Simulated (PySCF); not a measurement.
**Property card for `F[C@H]1C[SiH2]CCO1`**

Compound: C4H9FOSi.
SMILES with atom numbers: `[F:1][C@H:2]1[CH2:3][SiH2:4][CH2:5][CH2:6][O:7]1` (hydrogens: H8 on C2; H9, H10 on C3; H11, H12 on Si4; H13, H14 on C5; H15, H16 on C6)

Structural features include: ether, C–F bond, Si–H bond and C–Si bond.

From GFN2-xTB geometry:

- Point group of the GFN2-xTB geometry: C1
- Rotational constants A, B, C of the GFN2-xTB geometry: 2.935, 2.176, 1.585 GHz

B3LYP/def2-SVPD ground state and vertical TDDFT (core frozen in the response) (PySCF):

- Dipole moment: 1.67 D
- HOMO energy: -7.72 eV
- LUMO energy: 0.20 eV
- HOMO–LUMO gap: 7.92 eV
- Lowest singlet excitation: 7.02 eV (177 nm, f = 0.003)
- Strongest line among the 8 lowest singlet transitions: S6 at 7.97 eV (156 nm, f = 0.049)
- Lowest triplet excitation (Tamm–Dancoff): 6.91 eV
- Static isotropic polarisability: 76.3 au
- Electronic spatial extent ⟨r²⟩ about the centre of nuclear charge: 851 bohr²

From PBE0/pcSseg-1 ground state and GIAO shieldings, non-relativistic (PySCF):

* Lowest Hirshfeld atomic charge: -0.18 e on C3
* Highest Hirshfeld atomic charge: +0.34 e on Si4
* 13C chemical shifts (computed TMS as zero) by class: 112.1 (C2), 61.3 (C6), 16.5 (C3), 9.9 (C5) ppm
* 1H chemical shifts (computed TMS as zero) by class: 6.26 (H8), 4.45 (H12), 4.44 (H16), 4.20 (H15), 4.17 (H11), 1.19 (H13), 1.14 (H9), 0.99 (H10), 0.57 (H14) ppm
* Isotropic shieldings of nuclei other than C and H, by class: 242 (O7), 321 (F1), 406 (Si4) ppm
* Mayer bond orders between heavy atoms: F1–C2 0.86, C2–C3 1.02, C3–Si4 0.88, Si4–C5 0.91, C5–C6 1.03, C6–O7 0.89, O7–C2 1.03

Monoisotopic mass (most abundant isotopes): 120.0407 u.

The dipole matches unit charges of opposite sign 0.35 Å apart (1 e·Å = 4.8032 D). The largest Löwdin shares of the HOMO are 0.45 on O7, 0.11 on C3, 0.09 on C5 and 0.08 on C2. The rotational constants make it an asymmetric top with κ = (2B − A − C)/(A − C) = -0.13, nearer the prolate limit (−1).

Isolated species at its GFN2-xTB geometry (one conformer only).

For the TDDFT job (B3LYP/def2-SVPD), the run took 79 s of wall time on one thread, Arm Neoverse N1 (aarch64), no GPU, shared host with 64 logical CPUs at a one-minute load of 62, and the process peaked at 0.84 GiB of memory.
